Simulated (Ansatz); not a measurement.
`F[Si](F)([SeH])[SeH]` + `CO[SiH](C)F` → `CO[SiH](C)[SeH]` + `F[Si](F)(F)[SeH]`  (redistribution)

Gas-phase electronic energies from Ansatz, PBE0-D4/def2-TZVP geometries. CBS: MP2 limit from def2 TZ/QZ plus the TZ coupled-cluster correction, frozen cores. For Se outer-core shells are correlated without core-valence functions, which leaves a few kJ/mol of doubt a bond. Scalar relativity is left out up to krypton. One conformer a species, not always the lowest.

| species | CCSD(T)/CBS(def2) energy (Eh) |
| --- | --- |
| `F[Si](F)([SeH])[SeH]` | -5291.47309 |
| `CO[SiH](C)F` | -544.48370 |
| `CO[SiH](C)[SeH]` | -2845.95473 |
| `F[Si](F)(F)[SeH]` | -2990.00244 |

Problem. Work out ΔE.

Solution. ΔE = (-2845.95473) + (-2990.00244) − (-5291.47309) − (-544.48370) = -0.00038 Eh = -0.01 eV.

Largest T1 diagnostic among the species: 0.011.
